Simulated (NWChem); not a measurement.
CH₄ClFOSi; SMILES O[Si@@H](Cl)CF

```xyz
9

O     -1.8299     0.0893    -0.2607
Si    -0.3243    -0.0575     0.3968
Cl     0.5404    -1.8813    -0.0877
C      0.9038     1.2203    -0.2585
F      0.4509     2.4952     0.0070
H     -1.9189     0.0887    -1.2184
H     -0.5136     0.0306     1.8612
H      1.8922     1.0733     0.2140
H      1.0519     1.0997    -1.3478
```
Atoms are numbered in this order, from 1.

Computed with NWChem. All runs use the structure optimised with PBE0/def2-SVP.

For level PBE/def2-SVP:

```
Quantity                     Value
---------------------------  -----
highest occupied level (eV)  -6.82
orbital gap (eV)              6.69
```

### Question
How do the values read with level TPSSh/def2-SVP instead?

### Answer
- highest occupied level (eV) = -7.64
- orbital gap (eV) = 8.07
